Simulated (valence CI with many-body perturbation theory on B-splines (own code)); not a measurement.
**Which ion has this spectrum?**

A relativistic CI+MBPT calculation for an atom or ion with 16 electrons gives these levels (Ry):

```csv
J,Parity,E,g
2,even,0.000,1.33
0,even,1.611,
2,odd,19.094,1.04
1,odd,19.808,1.09
0,odd,19.822,
3,odd,19.833,1.08
4,odd,27.898,1.24
2,odd,28.510,1.22
3,odd,29.995,1.20
1,odd,30.936,1.06
1,even,37.326,1.49
2,even,38.082,1.14
2,even,39.015,0.76
0,even,41.028,
```

The energies are calculated, and their last digits are not significant.

**Question.** Which is it?
A. Hg64+
B. Ir61+
C. Pt62+
D. Tl65+

**Answer.** A. Hg64+, ground level (3s^2 3p1/2^2 3p3/2^2) J=2.
